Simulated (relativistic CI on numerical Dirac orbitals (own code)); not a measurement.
## Ni4+ in a cubic cluster: 1s photoemission with charge transfer

Computed with a charge-transfer multiplet model of a cubic metal-ligand cluster with up to 3 ligand holes, Slater and spin-orbit integrals from Dirac-Coulomb-Breit ions, Slater integrals scaled by 0.9. The ground state mixes d6 with configurations of k ligand holes L, whose averages lie at kΔ + k(k − 1)U_dd/2; a core hole lowers each added d electron by U_cd. 300 K, Lorentzian 1.1 eV and Gaussian 0.6 eV FWHM.

Atomic integrals in eV (Slater integrals scaled, ζ unscaled), ground: F2dd 12.773, F4dd 8.015, zeta_d 0.099; with the core hole: F2dd 14.192, F4dd 8.937, zeta_d 0.134, G2cd 0.088.

Cluster parameters (eV): Δ = -0.2, U_cd = 10.4, 10Dq = 1.5, 10Dq(ligand) = 1.4, V(eg) = 3.75, V(t2g) = -1.95, final-state hopping factor = 0.9.

```csv
Case,n_d,d6,d7L,d8L2,d9L3,S
U_dd = 5.9 eV,7.07,0.22,0.52,0.24,0.02,0.02
U_dd = 6.6 eV,7.03,0.23,0.53,0.22,0.02,0.03
U_dd = 7.3 eV,6.99,0.24,0.54,0.20,0.02,0.03
U_dd = 8 eV,6.96,0.26,0.54,0.19,0.01,0.03
U_dd = 9.4 eV,6.90,0.28,0.55,0.16,0.01,0.03
```

Weights, n_d and S are thermal averages at 300 K. Binding energies count from the first peak over 30 % of the highest in each spectrum, which can be another peak from case to case. The parameters are a model scan and need not match a compound or its usual spin state. Peaks in eV (height, largest 100):
- U_dd = 5.9 eV: 0.0 (100), 12.2 (41), 22.0 (7)
- U_dd = 6.6 eV: 0.0 (100), 12.3 (36), 22.0 (6)
- U_dd = 7.3 eV: 0.0 (100), 12.4 (31), 22.2 (5)
- U_dd = 8 eV: 0.0 (100), 12.6 (26)
- U_dd = 9.4 eV: 0.0 (100), 10.6 (8), 13.1 (21)

Curve for U_dd = 7.3 eV (points under 2 left out, the grid thinned):

| E (eV) | Intensity |
| --- | --- |
| -3.1 | 3.8 |
| -2.7 | 4.9 |
| -2.4 | 6.2 |
| -2.0 | 8.9 |
| -1.6 | 13.7 |
| -1.2 | 23.3 |
| -0.9 | 37.3 |
| -0.5 | 70.2 |
| -0.1 | 99.4 |
| 0.2 | 91.2 |
| 0.6 | 54.9 |
| 1.0 | 28.7 |
| 1.3 | 18.6 |
| 1.7 | 11.5 |
| 2.1 | 7.8 |
| 2.5 | 5.7 |
| 2.8 | 4.6 |
| 3.2 | 3.6 |
| 3.6 | 2.9 |
| 3.9 | 2.5 |
| 4.3 | 2.2 |
| 8.9 | 2.2 |
| 9.3 | 2.8 |
| 9.6 | 3.7 |
| 10.0 | 5.3 |
| 10.4 | 7.0 |
| 10.7 | 8.2 |
| 11.1 | 11.1 |
| 11.5 | 17.0 |
| 11.8 | 22.6 |
| 12.2 | 29.2 |
| 12.6 | 29.3 |
| 13.0 | 20.7 |
| 13.3 | 13.9 |
| 13.7 | 8.0 |
| 14.1 | 4.9 |
| 14.4 | 3.6 |
| 14.8 | 2.6 |
| 15.2 | 2.0 |
| 21.5 | 2.8 |
| 21.9 | 4.4 |
| 22.3 | 5.0 |
| 22.7 | 3.6 |
| 23.0 | 2.3 |
| 29.2 | 2.1 |

For the case U_dd = 8 eV, Δ = -0.2 eV is smaller than U_dd = 8 eV, the charge-transfer side of the Zaanen-Sawatzky-Allen scheme (negative Δ: between configuration averages a ligand hole costs less than the nominal valence; multiplet and field energies can change this for the lowest states). With the core hole the average of the configuration with one ligand hole lies at Δ − U_cd = -10.6 eV before mixing: it lies below the unscreened one, so the lowest final states are mostly screened and the unscreened weight appears at higher binding energy as a satellite.
